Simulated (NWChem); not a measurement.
Species: AlHICl; SMILES [Cl][AlH][I]

```xyz
4

Al     0.8464     1.0940     0.0000
Cl    -0.4552     2.7376     0.0000
H      2.3995     1.3228     0.0000
I     -0.1069    -1.1714     0.0000
```
Atoms are numbered in this order, from 1.

All runs: NWChem. Geometry: optimised at PBE0/def2-SVP. def2 effective core potentials on I; no spin-orbit coupling. Vertical excitations in the gas phase; the lowest state need not have the same character in each row.

For level PBE/def2-SVPD, TDA:

| Quantity | Result |
|---|---|
| lowest excitation, singlet (eV) | 4.43 |
| lowest state with f > 0.02, singlet (eV) | 5.01 |
| orbital gap (eV) | 4.39 |

Task: What are these values for level Hartree-Fock/def2-SVPD, CIS?

Result: 
* **lowest excitation, singlet (eV)**: 6.28
* **lowest state with f > 0.02, singlet (eV)**: 6.78
* **orbital gap (eV)**: 11.53
